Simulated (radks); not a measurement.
Q: Valence configurations of Xe2+ (all share [Kr]). All-electron calculation, non-relativistic Kohn-Sham, r2SCAN, spin-unpolarised, spherical densities, point nucleus; meta-GGA in the generalised Kohn-Sham scheme; relativity is left out, which matters for an element this heavy. Program: a radial shooting solver on a logarithmic mesh with Libxc functionals. Order these by energy: 4d9.5 5s2 5p4.5; 4d9.5 5s1 5p5.5; 4d10 5s1 5p5; 4d10 5s1.5 5p4.5; 4d9 5s2 5p5; 4d10 5s2 5p4; 4d8 5s2 5p6.

A: From the lowest, in eV above it: 4d10 5s2 5p4 0.000; 4d10 5s1.5 5p4.5 5.578; 4d10 5s1 5p5 11.165; 4d9.5 5s2 5p4.5 29.587; 4d9.5 5s1 5p5.5 41.036; 4d9 5s2 5p5 60.581; 4d8 5s2 5p6 126.80. NIST lists [Kr] 4d10 5s2 5p4 as the ground configuration; this level of theory agrees among the configurations tried. The energies are those of spherical spin-averaged densities, not of single terms. Relativity is left out, which favours d and f over s occupation in heavy atoms.
